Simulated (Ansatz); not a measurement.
The same atomization along the group Si, Ge, Sn.

Computed with Ansatz on PBE0-D4/def2-TZVP structures; ΔE is electronic, products minus reactants. CCSD(T)/CBS is the MP2 limit (def2-TZVPP, def2-QZVPP) plus CCSD(T) − MP2 in def2-TZVPP, frozen cores. This one scheme is used for every species, atoms too. For atomizations the MP2-based limit and the directly extrapolated one differ by several kJ/mol either way, and by 10 to 25 for some Ge, Se and Sn compounds, so smaller differences from it don't rank the levels. Functionals use def2-TZVPP. No spin–orbit coupling; open shells (•) take unrestricted orbitals. Spin–orbit coupling would lower the free atoms: a little for F, O, Si; clearly for Ge; strongly for Sn. def2 core potentials past Kr. Bonds to Ge, Sn are less sure, by a few kJ/mol each and by 10 to 20 or more in all where they break to atoms, as the def2 sets lack core-valence functions. Scalar relativity is left out up to krypton. One conformer a species, not always the lowest.

```json
{"reaction": "`O[Si](O)F`• → F• + 2 H• + 2 O• + Si•", "CCSD/CBS(def2) (kJ/mol)": "2356", "ωB97X-V (kJ/mol)": "2376", "HF/CBS(def2) (kJ/mol)": "1676", "CCSD(T)/CBS(def2) (kJ/mol)": "2397"}
{"reaction": "`[OH][Ge]([OH])[F]`• → F• + 2 H• + 2 O• + Ge•", "CCSD/CBS(def2) (kJ/mol)": "2065", "ωB97X-V (kJ/mol)": "2108", "HF/CBS(def2) (kJ/mol)": "1366", "CCSD(T)/CBS(def2) (kJ/mol)": "2113"}
{"reaction": "`[OH][Sn]([OH])[F]`• → F• + 2 H• + 2 O• + Sn•", "CCSD/CBS(def2) (kJ/mol)": "1951", "ωB97X-V (kJ/mol)": "1982", "HF/CBS(def2) (kJ/mol)": "1228", "CCSD(T)/CBS(def2) (kJ/mol)": "2003"}
```

Largest T1 diagnostic: 0.019, for `[OH][Sn]([OH])[F]`•.
